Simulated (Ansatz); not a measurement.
Sn10OH14⁺: single points at one geometry.

```yaml
crystal:
  periodic: [false, false, false]
  atoms:
    - {symbol: Sn, position_ang: [0.017498, -3.110787, 0.022102]}
    - {symbol: Sn, position_ang: [-0.012777, 0.102003, -3.262949]}
    - {symbol: Sn, position_ang: [-3.262315, 0.121487, 0.026700]}
    - {symbol: Sn, position_ang: [0.009668, 0.146517, 3.260832]}
    - {symbol: Sn, position_ang: [-0.016847, 3.370526, -0.019504]}
    - {symbol: Sn, position_ang: [3.260254, 0.158347, -0.032475]}
    - {symbol: Sn, position_ang: [-1.626971, -1.497986, -1.598479]}
    - {symbol: Sn, position_ang: [1.643998, -1.455363, 1.617653]}
    - {symbol: Sn, position_ang: [1.646615, 1.771661, -1.699496]}
    - {symbol: Sn, position_ang: [-1.669107, 1.774574, 1.674256]}
    - {symbol: O, position_ang: [-0.023605, 5.251215, -0.028092]}
    - {symbol: H, position_ang: [1.004549, -4.138567, -0.970003]}
    - {symbol: H, position_ang: [-0.959079, -4.133012, 1.030216]}
    - {symbol: H, position_ang: [0.985315, -0.911531, -4.260963]}
    - {symbol: H, position_ang: [-0.994981, 1.070815, -4.316033]}
    - {symbol: H, position_ang: [-4.273366, -0.876973, 1.025900]}
    - {symbol: H, position_ang: [-4.302926, 1.104668, -0.954726]}
    - {symbol: H, position_ang: [-0.973934, -0.866397, 4.273163]}
    - {symbol: H, position_ang: [0.980180, 1.141585, 4.300361]}
    - {symbol: H, position_ang: [4.281175, -0.844411, -1.017199]}
    - {symbol: H, position_ang: [4.291921, 1.165154, 0.934283]}
    - {symbol: H, position_ang: [-2.643573, -2.499670, -2.597041]}
    - {symbol: H, position_ang: [2.672241, -2.431244, 2.629787]}
    - {symbol: H, position_ang: [2.628953, 2.791364, -2.710588]}
    - {symbol: H, position_ang: [-2.662887, 2.796025, 2.672308]}
basis:
  gaussian: {orbitals: def2-TZVP, fitting: {mean_field: def2-universal-jkfit}, initial_orbitals: start.molden}
total_charge: 1
magnetization: {spin_polarized: true, initial_magnetization: 1}
hamiltonian: {xc: pbe, dispersion: d4}
scf: {omitted_lower_state_checks: [starts]}
output: {orbitals: {seedname: orbitals}}
```

The file start.molden holds the orbitals of an earlier run on this structure, at another level or in another basis.

```sh
$ ansatz run in.yaml --threads 2 --pin off --events-out ev --progress --plain --max-ram 32768MiB --backend cuda --devices 0, --max-vram 18GiB
```

It prints (some lines left out):

```
Functional definition: PBE
2509 factors; integrals over basis functions are off by at most 8.8e-1 eV
mean field evaluation 1: about -60584.0635 eV, gradient 9.7e0 eV
mean field evaluation 2: about -60584.6220 eV, gradient 7.2e-1 eV
mean field evaluation 4: about -60584.6275 eV, gradient 2.1e-1 eV
mean field evaluation 8: about -60584.6280 eV, gradient 8.3e-5 eV
mean field -60584.62797972 eV, -2226.4440125188 hartree, gradient 5.0e-6 eV, S^2 0.755999; 0 other end points of the search recorded, 0 dependent functions left out
reference -60584.62810180 eV, -2226.4440170052 hartree; 121, 120 occupied and 494, 495 virtual orbitals, 2509 factors
Total energy: -60586.03423675 eV, -2226.4956915117 hartree
Checks for a lower state left out: starts
```

Run time 6.5 s (2 threads of AMD EPYC 7R13 on a shared host and a share (18 GiB) of an NVIDIA H100 80GB HBM3), peak host memory 1.2 GiB.

The first input with `gaussian: {orbitals: def2-TZVP, fitting: {mean_field: def2-universal-jkfit}}`, `hamiltonian: {xc: pbe0, dispersion: d4}` (abridged; 10 s):

```
Functional definition: PBE0
mean field evaluation 16: about -60587.1361 eV, gradient 4.1e-3 eV
mean field evaluation 32: about -60587.1361 eV, gradient 7.3e-6 eV
mean field -60587.13606491 eV, -2226.5361829494 hartree, gradient 7.3e-6 eV, S^2 0.765895
Total energy: -60588.42670692 eV, -2226.5836131685 hartree
Checks for a lower state left out: starts
```

As the first input, with `hamiltonian: {xc: {name: wB97X-V}}` (abridged; 15 s):

```
Functional definition: wB97X-V
mean field -60581.81051670 eV, -2226.3404726626 hartree, gradient 1.4e-5 eV, S^2 0.766097
Total energy: -60581.81051065 eV, -2226.3404724403 hartree
Checks for a lower state left out: starts
```

Geometry: PBE-D4/def2-SVP, that of the neutral singlet.

In the def2 sets Sn takes a core potential; there is no spin–orbit coupling. Single mean-field runs in def2-TZVP are fitted with def2-universal-jkfit.
